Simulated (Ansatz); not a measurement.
`C[CH]([GaH2])O[SiH2][GeH3]` from Hartree–Fock to CCSD(T)

```xyz
17

C     1.469   -0.019   -1.255
C     0.239   -0.748   -0.785
Ga   -0.940   -1.695   -2.069
O    -0.875    0.163   -0.553
Si   -0.934    1.320    0.631
Ge    0.015    0.510    2.665
H     1.278    0.534   -2.177
H     2.271   -0.736   -1.451
H     1.841    0.690   -0.505
H     0.440   -1.295    0.142
H    -0.991   -1.150   -3.540
H    -1.927   -2.792   -1.539
H    -0.212    2.556    0.219
H    -2.370    1.652    0.806
H    -0.628   -0.818    3.101
H    -0.209    1.544    3.781
H     1.532    0.284    2.530
```

Total charge 0; spin multiplicity 1. Correlated methods include outer-core shells of Ga, Ge, which these sets cover unevenly. Scalar relativity is left out up to krypton. Geometry: relaxed with PBE0-D4/def2-TZVP. It is one conformer, not always the lowest. Frozen core, restricted reference, Ansatz 0.2.0.

```
     basis      HF (Eh)  MP2 corr.
  def2-SVP  -4443.82532   -1.02325
def2-TZVPP  -4444.62274   -1.20976
def2-QZVPP  -4444.72190   -1.77174
```

Estimate the CCSD correlation energy and the (T) correction in each basis where they were run (hartree).


```
     basis  CCSD corr.       (T)
  def2-SVP    -1.08090  -0.03225
def2-TZVPP    -1.26548  -0.04869
```
